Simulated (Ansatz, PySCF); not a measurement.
ZnF₂, SMILES [F][Zn][F]. Atoms are numbered in the order given.

```xyz
3

Zn     0.0000     0.0000    -0.2592
F      0.0000    -1.7405    -0.2592
F      0.0000     1.7405    -0.2592
```
Charge 0, spin multiplicity 1.

Geometry optimised at B3LYP-D3(BJ)/def2-TZVP. The isomer is the one that the SMILES or the coordinates give; other isomers of the formula were not compared.

Two levels are set side by side: PBE-D3(BJ)/def2-TZVP (Ansatz, a first-principles code) and B3LYP-D3(BJ)/def2-TZVP (Ansatz). Each level has its own optimised geometry; the coordinates shown are those of the second. Frequencies come from the Hessian of PySCF at each geometry. Differences are taken from unrounded values.

```tsv
quantity	B3LYP-D3(BJ)	PBE-D3(BJ)	PBE-D3(BJ) minus B3LYP-D3(BJ)
mean bond length (Å)	1.741	1.744	0.004
bond Zn1–F2 (Å)	1.741	1.744	0.004
bond Zn1–F3 (Å)	1.741	1.744	0.004
highest harmonic wavenumber (cm⁻¹)	753	737	-15
mean harmonic wavenumber (cm⁻¹)	418	411	-7
zero-point energy (kcal/mol)	2.39	2.35	-0.04
```
